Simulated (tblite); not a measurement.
Species: C₁₀H₁₀P (charge +1).
Geometry (GFN2-xTB, Å), atoms numbered from 1 in this order:
```xyz
21
C10H10P angstrom
C     -2.891    1.331   -2.415
C     -2.353    1.060   -1.373
P     -1.539    0.648    0.108
C     -1.801   -1.072    0.637
C     -0.444   -1.519    1.220
C      0.647   -0.667    0.633
C      1.999   -0.957    0.677
C      2.910   -0.078    0.109
C      2.489    1.095   -0.504
C      1.143    1.413   -0.554
C      0.238    0.526    0.018
H     -3.375    1.571   -3.320
H     -1.977    1.567    1.045
H     -2.624   -1.180    1.343
H     -2.046   -1.650   -0.261
H     -0.267   -2.575    1.012
H     -0.438   -1.402    2.307
H      2.342   -1.865    1.150
H      3.963   -0.311    0.141
H      3.213    1.762   -0.944
H      0.802    2.320   -1.028
```

Structure optimised with GFN2-xTB, isolated species.

Masses are those of the commonest isotopes; rigid-rotor values at the optimised geometry. The values belong to one conformer with, in the numbering `[CH:1]#[C:2][P@H+:3]1[CH2:4][CH2:5][c:6]2[cH:7][cH:8][cH:9][cH:10][c:11]21`, C2–P3–C4–C5 142°, P3–C4–C5–C6 -23°, C4–C5–C6–C7 -165°, C2–P3–C11–C10 48°.

**Question.** What are A, B and C (cm⁻¹)?

**Answer.** Ia = 290.48, Ib = 650.19, Ic = 876.33 u·Å²; 505379 MHz·u·Å²/I gives 1740, 777.3 and 576.7 MHz, that is A = 0.05803, B = 0.02593, C = 0.01924 cm⁻¹.

**Question.** Classify the top.

**Answer.** An asymmetric top. Ray's parameter κ = (2B − A − C)/(A − C) = -0.655; −1 is the prolate and +1 the oblate limit.

**Question.** What does the inertial defect say?

**Answer.** Not planar: Δ = Ic − Ia − Ib = -64.34 u·Å². For a rigid frame Δ = −2 Σ m c², so Σ m c² = 32.17 u·Å² lies off the ab plane: 9.41 from hydrogen and 22.76 from heavier atoms. The atom farthest from that plane is 1.90 Å away.

**Question.** Where do the levels up to J = 5 lie, in MHz?

**Answer.** Above 0(0,0):
J = 1: 1(0,1) 1354, 1(1,1) 2316, 1(1,0) 2517
J = 2: 2(0,2) 4034, 2(1,2) 4824, 2(1,1) 5426, 2(2,1) 8313, 2(2,0) 8341
J = 3: 3(0,3) 7986, 3(1,3) 8568, 3(1,2) 9769, 3(2,2) 12375, 3(2,1) 12513, 3(3,1) 17706, 3(3,0) 17708
J = 4: 4(0,4) 13148, 4(1,4) 13533, 4(1,3) 15522, 4(2,3) 17769, 4(2,2) 18160, 4(3,2) 23171, 4(3,1) 23189, 4(4,1) 30567, 4(4,0) 30567
J = 5: 5(0,5) 19470, 5(1,5) 19702, 5(1,4) 22643, 5(2,4) 24476, 5(2,3) 25314, 5(3,3) 30015, 5(3,2) 30082, 5(4,2) 37399, 5(4,1) 37401, 5(5,1) 46906, 5(5,0) 46906

**Question.** Estimate the classical rotational partition function at 25 K, 50 K and 100 K.

**Answer.** Point group C1, symmetry number σ = 1; q = (√π/σ)·√((kT/h)³/(ABC)), k/h = 20836.6 MHz/K: 23900 at 25 K, 67500 at 50 K, 191000 at 100 K.

Its GFN2-xTB frequencies are all real (lowest 57 cm⁻¹). These are rigid-rotor constants of the computed structure; measured ground-state constants (B0) also hold zero-point vibration.
